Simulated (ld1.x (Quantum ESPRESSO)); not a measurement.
**Building the PAW potential for magnesium (LDA (PZ), non-relativistic).**

ld1.x (Quantum ESPRESSO) 7.5 input, shortened:

```
&input
   title='Mg', zed=12., rel=0, dft='PZ', iswitch=3,
   config='[Ne] 3s1 3p1 3d-2'
 /
 &inputp
   pseudotype=3, lpaw=.true., tm=.true., lloc=-1, rcloc=2.10,
   nlcc=.true., new_core_ps=.true., rcore=1.25,
   which_augfun='BESSEL', rmatch_augfun=1.15
 /
5
3S  1  0   1.00   0.00  2.05  2.55  0.0
3S  1  0   0.00   4.90  2.05  2.55  0.0
2P  2  1   6.00   0.00  1.25  1.50  0.0
3P  3  1   1.00   0.00  1.25  1.50  0.0
3D  3  2  -2.00   0.50  2.25  2.45  0.0
 &test
   configts(1)='2p6 3s1 3p1'
 /
```

All-electron outer shells of the reference configuration (LDA (PZ), non-relativistic, ld1.x):

| shell | level (eV) | outermost node (bohr) | outermost maximum (bohr) |
| --- | --- | --- | --- |
| 2s | -81.04 | 0.18 | 0.55 |
| 2p | -48.79 | – | 0.48 |
| 3s | -5.76 | 0.90 | 2.47 |
| 3p | -2.13 | 0.95 | 3.33 |

**Question.** Does the generator finish with these settings?

**Answer.** Yes, a potential is produced and its reference levels are reproduced.

**Question.** Estimate the cutoffs (Ry, on a coarse ladder) from which the occupation-weighted sum of valence levels, in a spherical-Bessel basis at the reference potential, stays within 10 and 1 mRy of its value at 400 Ry.

**Answer.** 50 Ry and 70 Ry.

**Question.** Does the potential have ghost states?

**Answer.** No extra level below or beside the all-electron valence levels (s, p, d, f tested).

**Question.** Is the overlap operator S = 1 + Σ q|β⟩⟨β| positive definite (Bessel basis up to 400 Ry)?

**Answer.** Yes: its lowest eigenvalue is 0.10 (p channel).

**Question.** Which valence shell sets the plane-wave cutoff?

**Answer.** 3p: its level needs 60 Ry to come within 1 mRy, against 35 Ry for 2p.

Its largest configuration-test error is +0.6 meV (2p6 3s2 3p0). Test run stopped at test 2 of 9 (negative rho).
